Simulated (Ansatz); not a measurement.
Nudged elastic band run: BH7O4

The input (input.yaml):

```yaml
crystal:
  periodic: [false, false, false]
  atoms:
    - { symbol: B, position_ang: [-0.30498, 0.701939, -0.879729] }
    - { symbol: H, position_ang: [0.712793, 1.359345, -0.881661] }
    - { symbol: O, position_ang: [-0.183168, -0.655734, -1.19545] }
    - { symbol: O, position_ang: [-1.573949, 1.234542, -0.952245] }
    - { symbol: H, position_ang: [0.47362, -0.230614, 1.433312] }
    - { symbol: O, position_ang: [-0.156699, 0.545914, 1.448999] }
    - { symbol: H, position_ang: [0.932517, -1.4733, -0.019361] }
    - { symbol: O, position_ang: [1.445715, -1.573981, 0.824541] }
    - { symbol: H, position_ang: [-1.065692, -1.059189, -1.321808] }
    - { symbol: H, position_ang: [-1.578884, 2.187063, -0.751116] }
    - { symbol: H, position_ang: [-1.010241, 0.137261, 1.69527] }
    - { symbol: H, position_ang: [2.308969, -1.173348, 0.599148] }
basis:
  gaussian: { orbitals: def2-SVP }
hamiltonian:
  xc: blyp
  dispersion: d4
neb:
  order_check: false
  images: 9
  f_tol: 0.05
  max_iterations: 60
  final_atoms:
    - { symbol: B, position_ang: [-1.06934387, 0.39782913, -0.0350728] }
    - { symbol: H, position_ang: [1.78192792, -1.99909264, -1.54258185] }
    - { symbol: O, position_ang: [-1.3163067, -0.69283548, -0.825372] }
    - { symbol: O, position_ang: [-0.49176644, 1.54428836, -0.56004905] }
    - { symbol: H, position_ang: [0.95939952, 0.01233625, 1.5259817] }
    - { symbol: O, position_ang: [-1.38665249, 0.36812255, 1.31160151] }
    - { symbol: H, position_ang: [1.72354967, -1.56944344, -0.90566952] }
    - { symbol: O, position_ang: [1.6741837, -0.00447214, 0.85681582] }
    - { symbol: H, position_ang: [-0.98208628, -0.57352156, -1.73348466] }
    - { symbol: H, position_ang: [-0.50289368, 2.27308275, 0.08935349] }
    - { symbol: H, position_ang: [-1.79586483, -0.48396797, 1.55515636] }
    - { symbol: H, position_ang: [1.40585448, 0.72757219, 0.26322101] }
  initial_path:
    images:
      - { positions_ang: [[-0.30498, 0.701939, -0.879729], [0.712793, 1.359345, -0.881661], [-0.183168, -0.655734, -1.19545], [-1.573949, 1.234542, -0.952245], [0.47362, -0.230614, 1.433312], [-0.156699, 0.545914, 1.448999], [0.932517, -1.4733, -0.019361], [1.445715, -1.573981, 0.824541], [-1.065692, -1.059189, -1.321808], [-1.578884, 2.187063, -0.751116], [-1.010241, 0.137261, 1.69527], [2.308969, -1.173348, 0.599148]] }
      - { positions_ang: [[-0.37531616, 0.59943187, -0.82696013], [0.72290409, 1.03374113, -0.88304777], [-0.44816127, -0.68249448, -1.16576471], [-1.42618135, 1.28546029, -0.96001712], [0.51188577, -0.26010274, 1.40027561], [-0.2303381, 0.44860529, 1.3838943], [1.03077229, -1.28731679, -0.05819885], [1.52731663, -1.40683092, 0.85503882], [-1.28469343, -0.9414336, -1.39091211], [-1.33443773, 2.17752916, -0.69772747], [-1.0269261, -0.02667409, 1.62288924], [2.33317636, -0.94001713, 0.72043018]] }
      - { positions_ang: [[-0.44565232, 0.49692474, -0.77419126], [0.73301518, 0.70813726, -0.88443454], [-0.71315453, -0.70925497, -1.13607942], [-1.2784137, 1.33637858, -0.96778923], [0.55015153, -0.28959147, 1.36723922], [-0.30397719, 0.35129658, 1.31878961], [1.12902758, -1.10133357, -0.0970367], [1.60891825, -1.23968083, 0.88553664], [-1.50369485, -0.82367819, -1.46001623], [-1.08999146, 2.16799532, -0.64433893], [-1.04361121, -0.19060919, 1.55050848], [2.35738372, -0.70668626, 0.84171236]] }
      - { positions_ang: [[-0.51598849, 0.3944176, -0.72142238], [0.74312627, 0.38253339, -0.88582131], [-0.9781478, -0.73601545, -1.10639413], [-1.13064605, 1.38729687, -0.97556135], [0.5884173, -0.31908021, 1.33420283], [-0.37761629, 0.25398788, 1.25368491], [1.22728288, -0.91535036, -0.13587455], [1.69051988, -1.07253075, 0.91603446], [-1.72269628, -0.70592279, -1.52912034], [-0.84554518, 2.15846147, -0.5909504], [-1.06029631, -0.35454428, 1.47812771], [2.38159108, -0.47335539, 0.96299454]] }
      - { positions_ang: [[-0.58632465, 0.29191047, -0.66865351], [0.75323736, 0.05692952, -0.88720808], [-1.24314107, -0.76277594, -1.07670884], [-0.9828784, 1.43821517, -0.98333346], [0.62668307, -0.34856895, 1.30116644], [-0.45125539, 0.15667917, 1.18858022], [1.32553817, -0.72936714, -0.1747124], [1.77212151, -0.90538066, 0.94653228], [-1.9416977, -0.58816738, -1.59822446], [-0.60109891, 2.14892763, -0.53756186], [-1.07698142, -0.51847937, 1.40574695], [2.40579844, -0.24002452, 1.08427672]] }
      - { positions_ang: [[-0.65666081, 0.18940334, -0.61588464], [0.76334845, -0.26867435, -0.88859485], [-1.50813434, -0.78953642, -1.04702355], [-0.83511075, 1.48913346, -0.99110558], [0.66494884, -0.37805769, 1.26813005], [-0.52489449, 0.05937046, 1.12347552], [1.42379346, -0.54338393, -0.21355024], [1.85372313, -0.73823058, 0.9770301], [-2.16069913, -0.47041198, -1.66732857], [-0.35665264, 2.13939379, -0.48417333], [-1.09366652, -0.68241446, 1.33336619], [2.4300058, -0.00669365, 1.2055589]] }
      - { positions_ang: [[-0.73919742, 0.2310885, -0.49972227], [0.96706434, -0.61475801, -1.01939225], [-1.46976881, -0.77019623, -1.00269324], [-0.76644189, 1.50016444, -0.90489427], [0.72383897, -0.2999789, 1.31970038], [-0.69724609, 0.12112088, 1.16110072], [1.4837447, -0.74859583, -0.3519741], [1.81781525, -0.59147889, 0.95298724], [-1.92497656, -0.49103389, -1.68055979], [-0.38590085, 2.16613158, -0.36946796], [-1.23410618, -0.64272516, 1.37772422], [2.22517554, 0.14015952, 1.01709132]] }
      - { positions_ang: [[-0.82173403, 0.27277366, -0.38355991], [1.17078024, -0.96084167, -1.15018965], [-1.43140328, -0.75085605, -0.95836293], [-0.69777303, 1.51119542, -0.81868297], [0.78272911, -0.22190011, 1.37127071], [-0.86959769, 0.18287129, 1.19872592], [1.54369594, -0.95380773, -0.49039795], [1.78190736, -0.4447272, 0.92894439], [-1.68925399, -0.51165581, -1.69379101], [-0.41514906, 2.19286937, -0.2547626], [-1.37454584, -0.60303587, 1.42208226], [2.02034527, 0.28701269, 0.82862374]] }
      - { positions_ang: [[-0.90427065, 0.31445881, -0.26739754], [1.37449613, -1.30692532, -1.28098705], [-1.39303775, -0.73151586, -0.91403262], [-0.62910417, 1.5222264, -0.73247166], [0.84161925, -0.14382133, 1.42284104], [-1.04194929, 0.24462171, 1.23635111], [1.60364718, -1.15901963, -0.62882181], [1.74599947, -0.29797552, 0.90490153], [-1.45353142, -0.53227773, -1.70702222], [-0.44439726, 2.21960716, -0.14005724], [-1.51498551, -0.56334657, 1.46644029], [1.81551501, 0.43386586, 0.64015617]] }
      - { positions_ang: [[-0.98680726, 0.35614397, -0.15123517], [1.57821202, -1.65300898, -1.41178445], [-1.35467222, -0.71217567, -0.86970231], [-0.56043531, 1.53325738, -0.64626036], [0.90050939, -0.06574254, 1.47441137], [-1.21430089, 0.30637213, 1.27397631], [1.66359843, -1.36423154, -0.76724566], [1.71009158, -0.15122383, 0.88085868], [-1.21780885, -0.55289964, -1.72025344], [-0.47364547, 2.24634496, -0.02535188], [-1.65542517, -0.52365727, 1.51079833], [1.61068474, 0.58071903, 0.45168859]] }
      - { positions_ang: [[-1.06934387, 0.39782913, -0.0350728], [1.78192792, -1.99909264, -1.54258185], [-1.3163067, -0.69283548, -0.825372], [-0.49176644, 1.54428836, -0.56004905], [0.95939952, 0.01233625, 1.5259817], [-1.38665249, 0.36812255, 1.31160151], [1.72354967, -1.56944344, -0.90566952], [1.6741837, -0.00447214, 0.85681582], [-0.98208628, -0.57352156, -1.73348466], [-0.50289368, 2.27308275, 0.08935349], [-1.79586483, -0.48396797, 1.55515636], [1.40585448, 0.72757219, 0.26322101]] }
```

Run as:

```bash
$ ansatz run input.yaml --threads 2 --pin off --max-ram 3072MiB --backend cpu --events-out ev --progress --plain --runs-dir out
```

Output, in part (warnings, iteration lines, the closing report on the highest movable image, with atoms numbered from 0):

```
NEB end point (image 0): max|allowed force component| = 2.018e-2 eV/Å (the criterion of neb.relax_end_points is 1.000e-2)
NEB end point (image 10): max|allowed force component| = 2.785e-2 eV/Å (the criterion of neb.relax_end_points is 1.000e-2)
NEB iter   1: max|band force component| = 1.920e1 eV/Å  barrier→ = 3.6229 eV  barrier← = 4.3679 eV  Δτ_max = 0.2000 Å  (299 SCF iters)
NEB iter   2: max|band force component| = 3.663e0 eV/Å  barrier→ = 1.1016 eV  barrier← = 1.8466 eV  Δτ_max = 0.1999 Å  (303 SCF iters)
NEB iter   3: max|band force component| = 2.304e0 eV/Å  barrier→ = 0.9663 eV  barrier← = 1.7113 eV  Δτ_max = 0.1973 Å  (277 SCF iters)
NEB iter   4: max|band force component| = 2.558e0 eV/Å  barrier→ = 0.9264 eV  barrier← = 1.6714 eV  Δτ_max = 0.1001 Å  (276 SCF iters)
NEB iter   5: max|band force component| = 8.112e-1 eV/Å  barrier→ = 0.9104 eV  barrier← = 1.6554 eV  Δτ_max = 0.2000 Å  (262 SCF iters)
NEB iter   6: max|band force component| = 2.507e0 eV/Å  barrier→ = 0.8989 eV  barrier← = 1.6439 eV  Δτ_max = 0.0999 Å  (269 SCF iters)
NEB iter   7: max|band force component| = 4.656e-1 eV/Å  barrier→ = 0.8935 eV  barrier← = 1.6385 eV  CI = image 5  Δτ_max = 0.1934 Å  (260 SCF iters)
NEB iter   8: max|band force component| = 3.515e-1 eV/Å  barrier→ = 0.8889 eV  barrier← = 1.6339 eV  CI = image 5  Δτ_max = 0.1078 Å  (255 SCF iters)
NEB iter   9: max|band force component| = 6.283e-1 eV/Å  barrier→ = 0.8866 eV  barrier← = 1.6316 eV  CI = image 5  Δτ_max = 0.0546 Å  (262 SCF iters)
NEB iter  10: max|band force component| = 1.945e-1 eV/Å  barrier→ = 0.8853 eV  barrier← = 1.6303 eV  CI = image 5  Δτ_max = 0.0978 Å  (262 SCF iters)
NEB iter  11: max|band force component| = 3.605e-1 eV/Å  barrier→ = 0.8843 eV  barrier← = 1.6293 eV  CI = image 5  Δτ_max = 0.0488 Å  (262 SCF iters)
NEB iter  12: max|band force component| = 1.609e-1 eV/Å  barrier→ = 0.8836 eV  barrier← = 1.6286 eV  CI = image 5  Δτ_max = 0.0634 Å  (261 SCF iters)
NEB iter  13: max|band force component| = 1.968e-1 eV/Å  barrier→ = 0.8831 eV  barrier← = 1.6281 eV  CI = image 5  Δτ_max = 0.0318 Å  (259 SCF iters)
NEB iter  14: max|band force component| = 1.414e-1 eV/Å  barrier→ = 0.8827 eV  barrier← = 1.6277 eV  CI = image 5  Δτ_max = 0.0319 Å  (255 SCF iters)
NEB iter  15: max|band force component| = 4.936e-2 eV/Å  barrier→ = 0.8822 eV  barrier← = 1.6272 eV  CI = image 5  Δτ_max = 0.0132 Å  (254 SCF iters)
NEB iter  16: max|band force component| = 4.936e-2 eV/Å  barrier→ = 0.8817 eV  barrier← = 1.6267 eV  CI = image 5  Δτ_max = 0.0000 Å  (281 SCF iters)
Total energy: -8972.01441829 eV, -329.7154484223 hartree
Atom 0 at    -0.590526     0.208908    -0.502877 Å, force    -0.016100     0.003355     0.001695 eV/Å
Atom 1 at     0.758541    -0.041943    -0.920269 Å, force     0.012970     0.004906    -0.003551 eV/Å
Atom 2 at    -1.399560    -0.870906    -0.916883 Å, force    -0.001976     0.004452     0.002259 eV/Å
Atom 3 at    -0.950849     1.484342    -0.987166 Å, force    -0.001878    -0.009255     0.022585 eV/Å
Atom 4 at     0.702398    -0.463778     1.210168 Å, force    -0.017200     0.006877    -0.003519 eV/Å
Atom 5 at    -0.423460     0.128790     1.035353 Å, force     0.010221    -0.019942     0.001115 eV/Å
Atom 6 at     1.394580    -0.515239    -0.171915 Å, force     0.000506    -0.004420     0.001917 eV/Å
Atom 7 at     1.744848    -0.885364     0.894091 Å, force     0.006030     0.002164    -0.000662 eV/Å
Atom 8 at    -1.933840    -0.610442    -1.688554 Å, force     0.004938    -0.000925    -0.004007 eV/Å
Atom 9 at    -0.528886     2.194570    -0.472788 Å, force     0.003001     0.008910    -0.019588 eV/Å
Atom 10 at    -1.175048    -0.416173     1.348125 Å, force    -0.001872     0.005258     0.002336 eV/Å
Atom 11 at     2.401803    -0.212868     1.172613 Å, force     0.001359    -0.001380    -0.000581 eV/Å
Dipole moment:     0.322366     0.206360     0.468613 e Å
```

It converged. The band force fell under the threshold earlier too, but the program's further tests of the path sent the band on. Neighbouring images differ by up to 1.3 eV, so the band resolves the path poorly. A vibrational analysis at the climbing image gives one clearly imaginary mode, 1180i cm⁻¹: a first-order saddle point. The orbitals stay closed-shell, which can raise the energy where a bond breaks towards radicals; this wasn't checked here.

Final band (atoms are numbered from 1 in the order of the input):

```
image  path coordinate (Å)  energy (eV)  B1–H2 (Å)  H5–O6 (Å)  H7–O8 (Å)
    0                 0.00         0.00       1.21       1.00       0.99
    1                 0.89         0.03       1.21       1.00       0.99
    2                 1.78         0.15       1.21       0.99       0.98
    3                 2.68         0.22       1.22       0.99       0.98
    4                 3.57         0.33       1.24       1.01       0.99
    5                 4.46         0.88       1.43       1.28       1.18
    6                 5.47        -0.46       2.33       1.82       1.99
    7                 6.48        -0.65       3.14       1.93       2.27
    8                 7.49        -0.68       3.46       1.94       2.30
    9                 8.49        -0.72       3.77       2.03       2.33
   10                 9.50        -0.75       4.02       2.38       2.36
```

Time of the run: 3.3 min on 2 threads of Arm Neoverse V2, on a shared host, peak memory 0.14 GiB.
